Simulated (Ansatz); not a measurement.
`CB/C=C/O` → B• + 3 C• + 7 H• + O•  (atomization)

Isolated molecules relaxed with PBE0-D4/def2-TZVP in Ansatz; ΔE leaves out vibrations. CCSD(T)/CBS is the MP2 limit (def2-TZVPP, def2-QZVPP) plus CCSD(T) − MP2 in def2-TZVPP, frozen cores. This one scheme is used for every species, atoms too. Functionals use def2-TZVPP. Open shells (•) are unrestricted, without spin–orbit coupling. Spin–orbit coupling would lower the free atoms: a little for B, C, O. One conformer a species, not always the lowest.

`CB/C=C/O`:

Cartesian coordinates in Å:
```
C -0.728 -0.620 -1.513
B -1.028 -0.636 0.025
C -0.170 0.017 1.103
C 0.954 0.682 0.802
O 1.728 1.266 1.729
H -0.671 -1.652 -1.882
H -1.582 -0.182 -2.044
H 0.174 -0.098 -1.841
H -2.023 -1.215 0.375
H -0.437 -0.031 2.157
H 1.299 0.781 -0.225
H 2.483 1.689 1.313
```

```tsv
level	ΔE (kJ/mol)
revPBE	4768.2
CCSD(T)/def2-TZVPP	4705.2
```

(1) What does CCSD(T)/CBS give? (Best estimate.)

Largest T1 diagnostic among the species: 0.014.

Answers

(1) Ansatz gave: +4814.0 kJ/mol. The listed levels differ from it by -45.8, -108.8 kJ/mol.

From BLYP to BHLYP (50 % exact exchange), in def2-TZVPP and without D4, ΔE moves by −113.0 kJ/mol: exact exchange takes away binding that semilocal exchange gives to molecules. Leaving LDA and LC-ωPBE aside and taking each functional with its dispersion term where it has one, the values, not all of them listed here, spread over 249.9 kJ/mol, from BHLYP-D4 to PBE-D4. LDA lies +598.3 kJ/mol from PBE without D4, its usual overbinding.

For atomizations the MP2-based limit and the directly extrapolated one differ by several kJ/mol either way, and by 10 to 25 for some Ge, Se and Sn compounds, so smaller differences from it don't rank the levels.
